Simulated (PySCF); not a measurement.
A survey of 29Si NMR shifts

Level of theory: structure optimised with GFN2-xTB, GIAO PBE0/pcSseg-1 shieldings, in PySCF 2.14 (one computed conformer, isolated molecule, rapidly exchanging positions averaged, non-relativistic Hamiltonian).

Shieldings were converted by a linear fit to measured shifts: 29Si: δ = 279.94 − 0.822σ (rms 8.9 ppm, 72 shifts, 25.8 ppm with the 6 outliers that the fit left out vs TMS, solution or neat liquid). Occasional misses reach two or three times the rms, and more in compound classes unlike the fitted ones.

**Question.** Give the 29Si shifts of `CN[SiH2]O[Si@H]1C=C[SiH2]N1`, `[SiH3]OC1=CC=C/C1=C\Cl`.

**Answer.** 
| compound | environment | δ (ppm) |
| --- | --- | --- |
| [CH3:1][NH:2][SiH2:3][O:4][Si@H:5]1[CH:6]=[CH:7][SiH2:8][NH:9]1 | Si5: silicon bonded to C, N, O, H, in a 5-membered ring | -29.7 |
| [CH3:1][NH:2][SiH2:3][O:4][Si@H:5]1[CH:6]=[CH:7][SiH2:8][NH:9]1 | Si3: silicon bonded to N, O, 2 H | -35.9 |
| [CH3:1][NH:2][SiH2:3][O:4][Si@H:5]1[CH:6]=[CH:7][SiH2:8][NH:9]1 | Si8: silicon bonded to C, N, 2 H, in a 5-membered ring | -36.4 |
| [SiH3]OC1=CC=C/C1=C\Cl | silicon bonded to O, 3 H | -38.7 |

**Question.** Match the shifts 5.7, -43.9, -101.0 ppm to `F/C=C/[SiH]1SCCS1`, `CC(C)[SiH]1CC1`, `C[C@@]1(F)CC[SiH2]C[C@@H](F)C1`.

**Answer.** 5.7: F/C=C/[SiH]1SCCS1 (silicon bonded to C, 2 S, H, in a 5-membered ring); -43.9: C[C@@]1(F)CC[SiH2]C[C@@H](F)C1 (silicon bonded to 2 C, 2 H, in a 7-membered ring); -101.0: CC(C)[SiH]1CC1 (silicon bonded to 3 C, H, in a 3-membered ring).
